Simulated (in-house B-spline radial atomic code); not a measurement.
Results of a calculation; reference values are marked as such.
# Building a PAW s channel for Sr, r_c = 3.01 bohr

Sr, [Kr] 5s2, non-relativistic PBE, spherical and spin-unpolarised, from a B-spline radial code for spherical atoms (atomic units; all potentials screened as in the neutral atom).

Two all-electron partial waves φ1, φ2 are integrated outwards at E1 = ε(5s) = -0.127843 and E2 = E1 + 1.5 hartree; φ1 is the bound orbital and φ2 has unit norm inside r_c = 3.0094 bohr. Smooth partners are polynomials, r^1(a0 + a1 r² + a2 r⁴ + a3 r⁶), matched to φ and three derivatives at r_c, with no condition on the norm. The local potential is -2.82824 + (0.71043) r² + (-0.0756422) r⁴ + (0.00299378) r⁶ inside 2.5694 bohr and the all-electron one outside.

```tsv
wave	φ(r_c)	φ'(r_c)	a0	a1	a2	a3
1	0.4820604	0.1528945	-0.06084223	0.06363358	-0.005923888	0.000175826
2	0.1946829	1.914728	-1.393975	0.1737281	0.003708401	-0.000563916
```

Inside r_c the overlaps are <φi φj> = [[0.17373, -0.29775], [-0.29775, 1.00000]] and, for the smooth waves, [[0.15348, -0.33779], [-0.33779, 3.26267]]. With χj = (Ej − T − V_local) applied to smooth wave j, the program's quadrature gives the matrix B_ij = <smooth i, χj> as [[0.05041, -0.50423], [-0.44417, 7.59267]].

(1) Check the match of the first wave, and find the augmentation charges q_ij.

(2) B isn't symmetric. Show that D_ij = B_ij + Ej q_ij is.

Solving (T + V_local + Σ p D p) ψ = E (1 + Σ p q p) ψ in a sphere of 9 bohr, whose wall lifts the free-atom level a little, gives these levels:

| all-electron | one projector | two projectors |
| --- | --- | --- |
| -0.123038 | -0.512159 | -4.689580 |
| 0.150977 | -0.123038 | -0.123038 |
| 0.555173 | 0.149489 | 0.150606 |
| 1.122190 | 0.537813 | 0.553757 |
| 1.838990 | 1.044610 | 1.121690 |

(3) What does the second projector gain?

## Answers

(1) At r_c the four terms are -0.18310, 1.73431, -1.46220, 0.39305, which sum to 0.4821, φ1(r_c) to rounding. q_ij is the all-electron overlap less the smooth one: [[0.02025, 0.04003], [0.04003, -2.26267]]. The smooth first wave has a norm of 0.1535 inside r_c against 0.1737, and q11 > 0 puts back the missing charge.

(2) Integrating by parts gives B12 − B21 = (E1 − E2) q12: -0.50423 − (-0.44417) = -0.06005, and −1.5 × (0.04003) = -0.06005. So D12 = -0.50423 + (1.372157)(0.04003) = -0.44929 and D21 = -0.44417 + (-0.127843)(0.04003) = -0.44929; D11 = 0.04782, D22 = 4.48793. The projectors, p = (B⁻¹)ᵀ χ, are dual to the smooth waves; det B = 0.16.

(3) With one projector a ghost lies below the reference level, so the set fails. With two a ghost lies below the reference level, so the set fails. The lowest eigenvalue of the overlap operator is 1 with one and 0.03648 with two projectors. The smooth orbital alone needs a cutoff of 1.84 hartree for 1 millihartree of kinetic energy, against 3.08 for a norm-conserving Troullier-Martins orbital of the same radius, which is no gain while the set fails. The first smooth wave changes sign inside r_c, since a0 and φ(r_c) differ in sign; such a node invites a ghost below the level.
